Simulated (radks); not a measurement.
Numerical settings for the caesium ion Cs3+, [Kr] 4d10 5s2 5p4. All-electron calculation, scalar-relativistic Kohn-Sham, r2SCAN, spin-unpolarised, spherical densities, finite nucleus; meta-GGA in the generalised Kohn-Sham scheme; Fermi nuclear charge, rms radius 4.8041 fm. Program: a radial shooting solver on a logarithmic mesh with Libxc functionals. The defaults (mesh step 0.008 in ln r, mesh end at 40 bohr or more with all orbitals vanishing there, Anderson mixing 0.5 over 9 steps, residual threshold near 1e-9 with the energy settled to 1e-9 hartree or 1e-11 of itself, here a cap of 58 iterations) give E = -7785.363 hartree and 5p at -39.880 eV in 10 iterations. Run on one thread of a shared host, so times are rough (Arm Neoverse V2): 0.08 s of CPU time, 0.08 s wall, 10 iterations on 2213 mesh points. Changes against that run (0 stands for a change within the tolerance of the run):

[
 {"setting": "mesh step in ln r 0.12", "iterations": "2", "converged": "no", "E (mhartree)": "diverged", "e(5p) (meV)": "-", "CPU (s)": "0.01"},
 {"setting": "mesh step in ln r 0.012", "iterations": "10", "converged": "yes", "E (mhartree)": "+0.00106", "e(5p) (meV)": "-0.0132", "CPU (s)": "0.06"},
 {"setting": "mesh step in ln r 0.03", "iterations": "10", "converged": "yes", "E (mhartree)": "+0.273", "e(5p) (meV)": "-0.0113", "CPU (s)": "0.03"},
 {"setting": "mesh end (bohr) 3", "iterations": "10", "converged": "yes", "E (mhartree)": "+873", "e(5p) (meV)": "+8.84e+03", "CPU (s)": "0.08"},
 {"setting": "mesh end (bohr) 12", "iterations": "10", "converged": "yes", "E (mhartree)": "0", "e(5p) (meV)": "0", "CPU (s)": "0.08"},
 {"setting": "residual threshold 1e-13", "iterations": "46", "converged": "yes", "E (mhartree)": "0", "e(5p) (meV)": "-0.0135", "CPU (s)": "0.2"},
 {"setting": "residual threshold 0.001", "iterations": "10", "converged": "yes", "E (mhartree)": "0", "e(5p) (meV)": "0", "CPU (s)": "0.08"},
 {"setting": "mixing 1", "iterations": "11", "converged": "yes", "E (mhartree)": "0", "e(5p) (meV)": "-0.0158", "CPU (s)": "0.09"},
 {"setting": "linear mixing, mixing 0.8", "iterations": "45", "converged": "no", "E (mhartree)": "diverged", "e(5p) (meV)": "-", "CPU (s)": "0.24"},
 {"setting": "linear mixing, mixing 1", "iterations": "23", "converged": "no", "E (mhartree)": "diverged", "e(5p) (meV)": "-", "CPU (s)": "0.2"},
 {"setting": "mixing history 3", "iterations": "11", "converged": "yes", "E (mhartree)": "0", "e(5p) (meV)": "-0.0233", "CPU (s)": "0.09"},
 {"setting": "iteration cap 3", "iterations": "3", "converged": "no", "E (mhartree)": "+99.3", "e(5p) (meV)": "-1.46e+03", "CPU (s)": "0.03"}
]

Settings that end as converged yet miss the energy by more than 1 mhartree: mesh end (bohr) 3 (+0.873 hartree). A mesh that ends early acts as a hard wall.
